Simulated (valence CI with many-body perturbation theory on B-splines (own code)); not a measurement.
## Assign the levels of Tb14+

Level of theory: valence CI with perturbative core correlation (CI+MBPT): five valence electrons over a frozen Dirac-Fock core [Kr] 4d10, a basis of 7 s, 7 p, 7 d, 7 f, 4 g, 2 h functions for each j, with the one-electron correlation potential Σ1, the two-electron term Σ2, the three-electron term Σ3, Breit, model QED; selected CI, second order for the rest, scaled by the run's own slope (own B-spline code, finite nucleus).

No measured spectrum was set against this ion. As an estimate, terms of the open shell hold to a few per cent of their energy, and close levels can change places; configurations with another count of f electrons can be misplaced by thousands of cm⁻¹. Core correlation moves these levels by up to 50000 cm⁻¹, and in measured spectra 5 to 20 % of such shifts remained as error; rates that hang on mixing are uncertain with them. Among the levels kept, up to 960 cm⁻¹ of a level comes from second order outside the variational space, and about a tenth of that is noise between levels of different J, which matters for small intervals. The lowest computed level is not the ground level that NIST lists (6H°5/2, for many ions itself from theory).

| No. | J | Parity | E (eV) | g |
| --- | --- | --- | --- | --- |
| 1 | 7/2 | even | 0.0000 | 0.451 |
| 2 | 9/2 | even | 0.2990 | 0.830 |
| 3 | 11/2 | even | 0.6531 | 1.034 |
| 4 | 13/2 | even | 1.043 | 1.155 |
| 5 | 15/2 | even | 1.451 | 1.233 |
| 6 | 17/2 | even | 1.869 | 1.286 |
| 7 | 9/2 | odd | 2.472 | 0.738 |
| 9 | 1/2 | even | 2.809 | -0.631 |
| 10 | 3/2 | even | 2.872 | 1.061 |
| 13 | 11/2 | odd | 3.173 | 0.967 |
| 19 | 13/2 | odd | 3.870 | 1.104 |
| 20 | 3/2 | even | 3.918 | 0.044 |

Energies count from the lowest level. Strongly mixed levels and levels close to another of their J and parity are left out, so the numbers can have gaps.

**Question.** Give configuration and LS term of each level.

**Answer.** 1: 4f⁴5s ⁶I; 2: 4f⁴5s ⁶I; 3: 4f⁴5s ⁶I; 4: 4f⁴5s ⁶I; 5: 4f⁴5s ⁶I; 6: 4f⁴5s ⁶I; 7: 4f³5s² ⁴I°; 9: 4f⁴5s ⁶F; 10: 4f⁴5s ⁶F; 13: 4f³5s² ⁴I°; 19: 4f³5s² ⁴I°; 20: 4f⁴5s ⁶G.
